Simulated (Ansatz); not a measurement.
NH₃Br (SMILES [Br-].N) (charge -1), singlet: a trajectory.

The input file, in.yaml:

```yaml
crystal:
  periodic: [false, false, false]
  atoms:
    - {symbol: Br, position_ang: [-0.134831, 0.122684, -2.702280]}
    - {symbol: N, position_ang: [-0.150571, 0.145903, 0.856030]}
    - {symbol: H, position_ang: [-0.273300, -0.851263, 1.002633]}
    - {symbol: H, position_ang: [-0.281690, 0.268925, -0.156344]}
    - {symbol: H, position_ang: [0.840390, 0.313750, 0.999961]}
basis:
  gaussian: {orbitals: def2-SVP}
total_charge: -1
hamiltonian: {xc: pbe0, dispersion: d4}
md: {n_steps: 40, timestep: 0.5, temperature: 300, ensemble: nvt_langevin, seed: 452, friction: 0.01, initial_velocities: maxwell_boltzmann}
```

Run by:

```bash
ansatz run in.yaml --threads 2 --pin off --events-out ev --progress --plain --max-ram 5222MiB
```

What Ansatz 0.2.0 printed:

```
Functional definition: PBE0
  name "PBE0"
  cite "Adamo & Barone, J. Chem. Phys. 110, 6158 (1999) doi:10.1063/1.478522"
  cite "Perdew, Burke & Ernzerhof, Phys. Rev. Lett. 77, 3865 (1996) doi:10.1103/PhysRevLett.77.3865"
  parent pbe
  parameter a = 0.25
  parameter kappa = 0.804
  parameter beta = 0.06672455060314922
  exchange = (1 - a)*pbe_x(kappa = kappa, mu = beta*pi^2/3) + a*exact_x
  correlation = pbe_c(beta = beta)
649 factors; integrals over basis functions are off by at most 3.0e-4 eV
mean field evaluation 1: about -71566.7246 eV, gradient 2.1e1 eV
mean field evaluation 2: about -71566.5215 eV, gradient 2.3e1 eV
mean field evaluation 4: about -71567.5772 eV, gradient 2.7e-1 eV
mean field evaluation 8: about -71567.5859 eV, gradient 1.5e-2 eV
mean field -71567.58589889 eV, -2630.0602715322 hartree, gradient 5.2e-5 eV, S^2 0.000000; 0 other end points of the search recorded, 0 dependent functions left out
the calculation of the forces begins
reference -71567.58591976 eV, -2630.0602722990 hartree; 23, 23 occupied and 38, 38 virtual orbitals, 649 factors
md step     0: t =     0.00 fs  T =   240.0 K  F+E_penalty+E_count = -71567.62165240 eV  E_kin = 0.155112 eV  (22 SCF iters)
md step     1: t =     0.50 fs  T =   244.0 K  F+E_penalty+E_count = -71567.61040035 eV  E_kin = 0.157729 eV  (23 SCF iters)
md step     2: t =     1.00 fs  T =   222.3 K  F+E_penalty+E_count = -71567.59090827 eV  E_kin = 0.143700 eV  (23 SCF iters)
md step     3: t =     1.50 fs  T =   191.1 K  F+E_penalty+E_count = -71567.57270807 eV  E_kin = 0.123539 eV  (23 SCF iters)
md step     4: t =     2.00 fs  T =   172.6 K  F+E_penalty+E_count = -71567.56337034 eV  E_kin = 0.111536 eV  (24 SCF iters)
md step     5: t =     2.50 fs  T =   187.6 K  F+E_penalty+E_count = -71567.56596448 eV  E_kin = 0.121214 eV  (24 SCF iters)
md step     6: t =     3.00 fs  T =   201.3 K  F+E_penalty+E_count = -71567.57769206 eV  E_kin = 0.130069 eV  (23 SCF iters)
md step     7: t =     3.50 fs  T =   237.9 K  F+E_penalty+E_count = -71567.58959242 eV  E_kin = 0.153735 eV  (23 SCF iters)
md step     8: t =     4.00 fs  T =   260.1 K  F+E_penalty+E_count = -71567.59478855 eV  E_kin = 0.168101 eV  (24 SCF iters)
md step     9: t =     4.50 fs  T =   248.8 K  F+E_penalty+E_count = -71567.58943949 eV  E_kin = 0.160785 eV  (23 SCF iters)
md step    10: t =     5.00 fs  T =   234.4 K  F+E_penalty+E_count = -71567.57389606 eV  E_kin = 0.151491 eV  (23 SCF iters)
md step    11: t =     5.50 fs  T =   209.5 K  F+E_penalty+E_count = -71567.55213874 eV  E_kin = 0.135414 eV  (23 SCF iters)
md step    12: t =     6.00 fs  T =   161.5 K  F+E_penalty+E_count = -71567.53214302 eV  E_kin = 0.104353 eV  (23 SCF iters)
md step    13: t =     6.50 fs  T =   150.6 K  F+E_penalty+E_count = -71567.52352885 eV  E_kin = 0.097332 eV  (21 SCF iters)
md step    14: t =     7.00 fs  T =   156.8 K  F+E_penalty+E_count = -71567.52936405 eV  E_kin = 0.101332 eV  (21 SCF iters)
md step    15: t =     7.50 fs  T =   179.7 K  F+E_penalty+E_count = -71567.54830045 eV  E_kin = 0.116133 eV  (21 SCF iters)
md step    16: t =     8.00 fs  T =   222.4 K  F+E_penalty+E_count = -71567.57673466 eV  E_kin = 0.143748 eV  (24 SCF iters)
md step    17: t =     8.50 fs  T =   282.7 K  F+E_penalty+E_count = -71567.60526199 eV  E_kin = 0.182693 eV  (24 SCF iters)
md step    18: t =     9.00 fs  T =   337.9 K  F+E_penalty+E_count = -71567.62391033 eV  E_kin = 0.218409 eV  (23 SCF iters)
md step    19: t =     9.50 fs  T =   314.0 K  F+E_penalty+E_count = -71567.62417369 eV  E_kin = 0.202930 eV  (22 SCF iters)
md step    20: t =    10.00 fs  T =   308.8 K  F+E_penalty+E_count = -71567.60489123 eV  E_kin = 0.199555 eV  (27 SCF iters)
md step    21: t =    10.50 fs  T =   277.2 K  F+E_penalty+E_count = -71567.57122520 eV  E_kin = 0.179186 eV  (26 SCF iters)
md step    22: t =    11.00 fs  T =   242.1 K  F+E_penalty+E_count = -71567.53614923 eV  E_kin = 0.156478 eV  (27 SCF iters)
md step    23: t =    11.50 fs  T =   195.4 K  F+E_penalty+E_count = -71567.51233726 eV  E_kin = 0.126282 eV  (26 SCF iters)
md step    24: t =    12.00 fs  T =   187.3 K  F+E_penalty+E_count = -71567.50668482 eV  E_kin = 0.121054 eV  (26 SCF iters)
md step    25: t =    12.50 fs  T =   192.0 K  F+E_penalty+E_count = -71567.51862974 eV  E_kin = 0.124122 eV  (27 SCF iters)
md step    26: t =    13.00 fs  T =   214.7 K  F+E_penalty+E_count = -71567.53913467 eV  E_kin = 0.138793 eV  (26 SCF iters)
md step    27: t =    13.50 fs  T =   233.9 K  F+E_penalty+E_count = -71567.55537361 eV  E_kin = 0.151183 eV  (23 SCF iters)
md step    28: t =    14.00 fs  T =   240.1 K  F+E_penalty+E_count = -71567.55907560 eV  E_kin = 0.155147 eV  (23 SCF iters)
md step    29: t =    14.50 fs  T =   245.8 K  F+E_penalty+E_count = -71567.54668448 eV  E_kin = 0.158880 eV  (23 SCF iters)
md step    30: t =    15.00 fs  T =   217.4 K  F+E_penalty+E_count = -71567.51960573 eV  E_kin = 0.140480 eV  (23 SCF iters)
md step    31: t =    15.50 fs  T =   181.8 K  F+E_penalty+E_count = -71567.48782819 eV  E_kin = 0.117529 eV  (23 SCF iters)
md step    32: t =    16.00 fs  T =   142.8 K  F+E_penalty+E_count = -71567.46508192 eV  E_kin = 0.092301 eV  (24 SCF iters)
md step    33: t =    16.50 fs  T =   128.5 K  F+E_penalty+E_count = -71567.45841999 eV  E_kin = 0.083081 eV  (21 SCF iters)
md step    34: t =    17.00 fs  T =   172.7 K  F+E_penalty+E_count = -71567.47070332 eV  E_kin = 0.111623 eV  (21 SCF iters)
md step    35: t =    17.50 fs  T =   215.5 K  F+E_penalty+E_count = -71567.50039680 eV  E_kin = 0.139268 eV  (23 SCF iters)
md step    36: t =    18.00 fs  T =   257.2 K  F+E_penalty+E_count = -71567.54038802 eV  E_kin = 0.166239 eV  (24 SCF iters)
md step    37: t =    18.50 fs  T =   322.2 K  F+E_penalty+E_count = -71567.58015328 eV  E_kin = 0.208234 eV  (23 SCF iters)
md step    38: t =    19.00 fs  T =   364.9 K  F+E_penalty+E_count = -71567.60950958 eV  E_kin = 0.235820 eV  (23 SCF iters)
md step    39: t =    19.50 fs  T =   408.1 K  F+E_penalty+E_count = -71567.61966451 eV  E_kin = 0.263732 eV  (23 SCF iters)
md step    40: t =    20.00 fs  T =   392.3 K  F+E_penalty+E_count = -71567.60626918 eV  E_kin = 0.253574 eV  (23 SCF iters)
Total energy: -71567.60628951 eV, -2630.0610208738 hartree
Atom 0 at    -0.129271     0.112435    -2.696374 Å, force    -0.015039     0.010257     0.095965 eV/Å
Atom 1 at    -0.185138     0.089668     0.851529 Å, force    -0.841625     0.387363     0.483529 eV/Å
Atom 2 at     0.078021    -0.866011     0.707241 Å, force     0.101553    -1.025106    -0.155757 eV/Å
Atom 3 at    -0.593410     0.314154    -0.060516 Å, force    -0.103219     0.020148    -0.365653 eV/Å
Atom 4 at     0.706732     0.537995     0.768823 Å, force     0.858330     0.607337    -0.058085 eV/Å
Dipole moment:     0.214663    -0.088035     0.135804 e Å

[the SCF lines of later steps are left out]
```

Hardware: 2 CPU threads of an Arm Neoverse V1, shared host. Wall time about 29 s.
